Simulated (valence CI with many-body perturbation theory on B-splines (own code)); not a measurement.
## I⁴⁵⁺: electric-dipole lines

Method: configuration interaction combined with many-body perturbation theory (CI+MBPT): six valence electrons over a frozen Dirac-Fock core [He], a basis of 9 s, 9 p, 8 d, 6 f, 3 g, 1 h functions for each j, with the one-electron correlation potential Σ1 (screened to all orders), the two-electron term Σ2, the three-electron term Σ3, Breit, model QED; selected single and double excitations, second order for the rest, scaled by the run's own slope (own B-spline code, finite nucleus).

The last digits are not significant, and no measured levels were compared; by estimate large intervals hold to a few tenths of a per cent, small ones and those within an open d or f shell to about a per cent. Among the levels kept, up to 2500 cm⁻¹ of a level comes from second order outside the variational space, and about a tenth of that is noise between levels of different J, which matters for small intervals.

Lines 201 to 250 of 252 in falling wavelength, among levels below 4877.2 eV, chosen from the strongest by gf and those to the six lowest levels. Wavelengths and rates use the calculated energies. Electric multipoles are in the length gauge with retardation, E1 and E2 with the static RPA response of the core. Weak lines are less certain than strong ones. Lines between different terms over intervals too small for the method are left out, as are lines whose strength nearly cancels. The highest levels of a list are the least certain.

Levels are named by their leading jj configuration (3d3/2^4 stands for four electrons in 3d with j = 3/2), which in mixed levels can hold well under half, so a name can repeat and another be missing. Letters in brackets count levels of one name in rising energy.

| λ vac (nm) | Upper | Lower | A (s⁻¹) | S (a.u.) with core polarisation | S without |
| --- | --- | --- | --- | --- | --- |
| 0.2748 | (2s^2 2p1/2 2p3/2^2 3d3/2) J=1 [a] | (2s^2 2p1/2 2p3/2^3) J=1 | 5.29e+12 | 1.62e-04 | 1.63e-04 |
| 0.2747 | (2s^2 2p1/2 2p3/2^2 3d3/2) J=2 [a] | (2s^2 2p1/2 2p3/2^3) J=1 | 1.67e+12 | 8.53e-05 | 8.54e-05 |
| 0.2747 | (2s^2 2p1/2 2p3/2^2 3d3/2) J=0 | (2s^2 2p1/2 2p3/2^3) J=1 | 5.97e+13 | 6.11e-04 | 6.11e-04 |
| 0.2745 | (2s^2 2p1/2 2p3/2^2 3d5/2) J=3 | (2s^2 2p1/2 2p3/2^3) J=2 | 1.31e+13 | 9.38e-04 | 9.39e-04 |
| 0.2742 | (2s^2 2p1/2^2 2p3/2 3d3/2) J=2 | (2s^2 2p1/2^2 2p3/2^2) J=2 | 1.75e+13 | 8.88e-04 | 8.89e-04 |
| 0.2741 | (2s^2 2p1/2 2p3/2^2 3d3/2) J=3 [b] | (2s^2 2p1/2 2p3/2^3) J=2 | 1.71e+11 | 1.22e-05 | 1.22e-05 |
| 0.2740 | (2s^2 2p1/2 2p3/2^2 3d3/2) J=2 [b] | (2s^2 2p1/2 2p3/2^3) J=2 | 3.94e+10 | 2.00e-06 | 2.00e-06 |
| 0.2739 | (2s^2 2p1/2 2p3/2^2 3d5/2) J=1 [a] | (2s^2 2p1/2 2p3/2^3) J=2 | 1.47e+12 | 4.46e-05 | 4.46e-05 |
| 0.2739 | (2s^2 2p1/2^2 2p3/2 3d3/2) J=3 | (2s^2 2p1/2^2 2p3/2^2) J=2 | 5.38e+09 | 3.82e-07 | 3.81e-07 |
| 0.2737 | (2s^2 2p1/2^2 2p3/2 3d3/2) J=1 | (2s^2 2p1/2^2 2p3/2^2) J=2 | 6.42e+13 | 1.95e-03 | 1.95e-03 |
| 0.2733 | (2s^2 2p1/2^2 2p3/2 3d5/2) J=1 | (2s^2 2p1/2^2 2p3/2^2) J=0 | 3.17e+14 | 9.59e-03 | 9.59e-03 |
| 0.2733 | (2s^2 2p1/2 2p3/2^2 3d3/2) J=1 [b] | (2s^2 2p1/2 2p3/2^3) J=2 | 7.40e+13 | 2.24e-03 | 2.24e-03 |
| 0.2731 | (2s^2 2p1/2 2p3/2^2 3d5/2) J=2 [a] | (2s^2 2p1/2 2p3/2^3) J=2 | 2.18e+13 | 1.10e-03 | 1.10e-03 |
| 0.2731 | (2s^2 2p1/2 2p3/2^2 3d3/2) J=2 [b] | (2s^2 2p1/2 2p3/2^3) J=1 | 1.03e+13 | 5.16e-04 | 5.16e-04 |
| 0.2729 | (2s^2 2p1/2 2p3/2^2 3s) J=1 [a] | (2s^2 2p1/2^2 2p3/2^2) J=0 | 1.10e+13 | 3.32e-04 | 3.32e-04 |
| 0.2729 | (2s^2 2p1/2 2p3/2^2 3d5/2) J=1 [a] | (2s^2 2p1/2 2p3/2^3) J=1 | 3.48e+13 | 1.05e-03 | 1.05e-03 |
| 0.2728 | (2s 2p1/2^2 2p3/2^2 3p1/2) J=2 | (2s^2 2p1/2 2p3/2^3) J=2 | 1.65e+13 | 8.27e-04 | 8.27e-04 |
| 0.2726 | (2s 2p1/2^2 2p3/2^2 3p1/2) J=3 | (2s^2 2p1/2 2p3/2^3) J=2 | 1.42e+12 | 9.92e-05 | 9.93e-05 |
| 0.2726 | (2s^2 2p1/2 2p3/2^2 3d5/2) J=2 [b] | (2s^2 2p1/2 2p3/2^3) J=2 | 1.53e+11 | 7.65e-06 | 7.64e-06 |
| 0.2724 | (2s^2 2p1/2 2p3/2^2 3d5/2) J=1 [b] | (2s^2 2p1/2 2p3/2^3) J=2 | 1.75e+14 | 5.22e-03 | 5.23e-03 |
| 0.2723 | (2s^2 2p1/2 2p3/2^2 3d3/2) J=1 [b] | (2s^2 2p1/2 2p3/2^3) J=1 | 1.57e+14 | 4.69e-03 | 4.70e-03 |
| 0.2722 | (2s^2 2p1/2^2 2p3/2 3d5/2) J=2 | (2s^2 2p1/2^2 2p3/2^2) J=2 | 2.44e+14 | 1.22e-02 | 1.22e-02 |
| 0.2721 | (2s^2 2p1/2 2p3/2^2 3d5/2) J=2 [a] | (2s^2 2p1/2 2p3/2^3) J=1 | 1.20e+14 | 5.95e-03 | 5.95e-03 |
| 0.2719 | (2s^2 2p1/2 2p3/2^2 3d5/2) J=0 | (2s^2 2p1/2 2p3/2^3) J=1 | 2.02e+14 | 2.00e-03 | 2.01e-03 |
| 0.2718 | (2s 2p1/2^2 2p3/2^2 3p1/2) J=2 | (2s^2 2p1/2 2p3/2^3) J=1 | 1.63e+13 | 8.08e-04 | 8.09e-04 |
| 0.2716 | (2s^2 2p1/2 2p3/2^2 3d5/2) J=2 [b] | (2s^2 2p1/2 2p3/2^3) J=1 | 2.60e+14 | 1.29e-02 | 1.29e-02 |
| 0.2715 | (2s^2 2p1/2^2 2p3/2 3d5/2) J=3 | (2s^2 2p1/2^2 2p3/2^2) J=2 | 5.25e+14 | 3.63e-02 | 3.64e-02 |
| 0.2714 | (2s^2 2p1/2 2p3/2^2 3d5/2) J=1 [b] | (2s^2 2p1/2 2p3/2^3) J=1 | 9.59e+13 | 2.84e-03 | 2.84e-03 |
| 0.2711 | (2s^2 2p1/2 2p3/2^2 3s) J=2 [a] | (2s^2 2p1/2^2 2p3/2^2) J=2 | 4.87e+10 | 2.40e-06 | 2.29e-06 |
| 0.2711 | (2s^2 2p1/2^2 2p3/2 3d5/2) J=1 | (2s^2 2p1/2^2 2p3/2^2) J=2 | 2.76e+13 | 8.13e-04 | 8.14e-04 |
| 0.2707 | (2s^2 2p1/2 2p3/2^2 3s) J=1 [a] | (2s^2 2p1/2^2 2p3/2^2) J=2 | 6.80e+12 | 2.00e-04 | 1.99e-04 |
| 0.2702 | (2s^2 2p1/2 2p3/2^2 3s) J=1 [b] | (2s^2 2p1/2^2 2p3/2^2) J=0 | 4.95e+12 | 1.45e-04 | 1.44e-04 |
| 0.2699 | (2s^2 2p1/2 2p3/2^2 3s) J=3 | (2s^2 2p1/2^2 2p3/2^2) J=2 | 5.85e+11 | 3.97e-05 | 4.05e-05 |
| 0.2696 | (2s^2 2p1/2 2p3/2^2 3s) J=2 [b] | (2s^2 2p1/2^2 2p3/2^2) J=2 | 2.72e+12 | 1.32e-04 | 1.31e-04 |
| 0.2680 | (2s^2 2p1/2 2p3/2^2 3s) J=1 [b] | (2s^2 2p1/2^2 2p3/2^2) J=2 | 5.50e+11 | 1.57e-05 | 1.57e-05 |
| 0.2593 | (2s^2 2p1/2 2p3/2^2 3d3/2) J=1 [a] | (2s^2 2p1/2^2 2p3/2^2) J=0 | 4.65e+12 | 1.20e-04 | 1.20e-04 |
| 0.2576 | (2s^2 2p1/2 2p3/2^2 3d5/2) J=1 [a] | (2s^2 2p1/2^2 2p3/2^2) J=0 | 2.96e+10 | 7.49e-07 | 7.49e-07 |
| 0.2573 | (2s^2 2p1/2 2p3/2^2 3d3/2) J=1 [a] | (2s^2 2p1/2^2 2p3/2^2) J=2 | 2.44e+13 | 6.15e-04 | 6.15e-04 |
| 0.2572 | (2s^2 2p1/2 2p3/2^2 3d3/2) J=2 [a] | (2s^2 2p1/2^2 2p3/2^2) J=2 | 4.20e+13 | 1.76e-03 | 1.76e-03 |
| 0.2571 | (2s^2 2p1/2 2p3/2^2 3d3/2) J=1 [b] | (2s^2 2p1/2^2 2p3/2^2) J=0 | 1.97e+13 | 4.96e-04 | 4.96e-04 |
| 0.2569 | (2s^2 2p1/2 2p3/2^2 3d3/2) J=3 [a] | (2s^2 2p1/2^2 2p3/2^2) J=2 | 9.73e+13 | 5.70e-03 | 5.70e-03 |
| 0.2563 | (2s^2 2p1/2 2p3/2^2 3d5/2) J=1 [b] | (2s^2 2p1/2^2 2p3/2^2) J=0 | 8.78e+13 | 2.19e-03 | 2.19e-03 |
| 0.2561 | (2s^2 2p1/2 2p3/2^2 3d5/2) J=3 | (2s^2 2p1/2^2 2p3/2^2) J=2 | 3.02e+12 | 1.75e-04 | 1.75e-04 |
| 0.2558 | (2s^2 2p1/2 2p3/2^2 3d3/2) J=3 [b] | (2s^2 2p1/2^2 2p3/2^2) J=2 | 4.14e+14 | 2.40e-02 | 2.40e-02 |
| 0.2558 | (2s^2 2p1/2 2p3/2^2 3d3/2) J=2 [b] | (2s^2 2p1/2^2 2p3/2^2) J=2 | 3.62e+14 | 1.50e-02 | 1.50e-02 |
| 0.2556 | (2s^2 2p1/2 2p3/2^2 3d5/2) J=1 [a] | (2s^2 2p1/2^2 2p3/2^2) J=2 | 2.16e+14 | 5.34e-03 | 5.35e-03 |
| 0.2551 | (2s^2 2p1/2 2p3/2^2 3d3/2) J=1 [b] | (2s^2 2p1/2^2 2p3/2^2) J=2 | 1.90e+14 | 4.66e-03 | 4.67e-03 |
| 0.2549 | (2s^2 2p1/2 2p3/2^2 3d5/2) J=2 [a] | (2s^2 2p1/2^2 2p3/2^2) J=2 | 5.18e+13 | 2.12e-03 | 2.12e-03 |
| 0.2547 | (2s 2p1/2^2 2p3/2^2 3p1/2) J=2 | (2s^2 2p1/2^2 2p3/2^2) J=2 | 1.70e+13 | 6.94e-04 | 6.95e-04 |
| 0.2545 | (2s 2p1/2^2 2p3/2^2 3p1/2) J=3 | (2s^2 2p1/2^2 2p3/2^2) J=2 | 1.70e+12 | 9.71e-05 | 9.62e-05 |
